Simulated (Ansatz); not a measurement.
BClF$_{3}$ (charge -1), singlet: a pair in one relaxed arrangement.

Input (in.yaml):

```yaml
crystal:
  periodic: [false, false, false]
  atoms:
    - {symbol: Cl, position_ang: [-0.163824, -0.085051, -1.802883]}
    - {symbol: F, position_ang: [-0.618525, 1.162980, 0.562646]}
    - {symbol: B, position_ang: [0.012406, 0.006442, 0.136568]}
    - {symbol: F, position_ang: [1.364042, 0.034732, 0.435691]}
    - {symbol: F, position_ang: [-0.594099, -1.119102, 0.668078]}
basis:
  gaussian: {orbitals: "def2-TZVPPD.json"}
total_charge: -1
hamiltonian: {xc: pbe0, dispersion: d4}
output: {orbitals: {seedname: orbitals}}
```

The basis file named in the input lies beside it (Basis Set Exchange, JSON).

Command:

```bash
ansatz run in.yaml --threads 4 --pin off --events-out ev --progress --plain --max-ram 9574MiB
```

Output of Ansatz 0.2.0:

```
Functional definition: PBE0
  name "PBE0"
  cite "Adamo & Barone, J. Chem. Phys. 110, 6158 (1999) doi:10.1063/1.478522"
  cite "Perdew, Burke & Ernzerhof, Phys. Rev. Lett. 77, 3865 (1996) doi:10.1103/PhysRevLett.77.3865"
  parent pbe
  parameter a = 0.25
  parameter kappa = 0.804
  parameter beta = 0.06672455060314922
  exchange = (1 - a)*pbe_x(kappa = kappa, mu = beta*pi^2/3) + a*exact_x
  correlation = pbe_c(beta = beta)
1090 factors; their error is unknown
mean field evaluation 1: about -21348.8425 eV, gradient 1.6e1 eV
mean field evaluation 2: about -21348.7357 eV, gradient 1.9e1 eV
mean field evaluation 4: about -21349.3316 eV, gradient 8.2e-1 eV
mean field evaluation 8: about -21349.3921 eV, gradient 1.6e-1 eV
mean field -21349.39211317 eV, -784.5756890214 hartree, gradient 8.0e-5 eV, S^2 0.000000; 0 other end points of the search recorded, 0 dependent functions left out
reference -21349.39215720 eV, -784.5756906392 hartree; 25, 25 occupied and 183, 183 virtual orbitals, 1090 factors
Total energy: -21349.47579900 eV, -784.5787644188 hartree
```

The lines “mean field evaluation” count trial sets of orbitals through the whole run, from several starts and some on an approximate energy, so they need not fall steadily or lie above the final value.

The run took about 1.1 s on 4 CPU threads of an Intel Xeon 6975P-C (shared host).
